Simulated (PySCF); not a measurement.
Computed with ωB97X-D3(BJ)/def2-TZVP // PBE0-D3(BJ)/def2-TZVP (PySCF 2.14.0). Gas-phase values, no solvent. One relaxed conformer stands for a flexible species; it need not be the lowest. Excitations are Tamm–Dancoff values on a coarser integration grid. The basis has no diffuse functions, so Rydberg states are missing or too high.

Reference species (SMILES): `C=[SiH2]` (neutral, multiplicity 1).

```yaml
brightest of the four lowest singlets (TDA): 5.60 eV
HOMO–LUMO gap: 9.66 eV
HOMO: -8.87 eV
```

Changed species: `[SiH](=C)C=O` (C–Si–C–O torsion 0°) (X = formyl; the reference has X = H).

### Question
What does the change do to the brightest of the four lowest singlets (TDA), HOMO–LUMO gap and HOMO?

### Answer
the brightest of the four lowest singlets (TDA) falls by 0.95 eV, to 4.65 eV; the HOMO–LUMO gap falls by 1.06 eV, to 8.60 eV; the HOMO falls by 0.22 eV, to -9.09 eV.
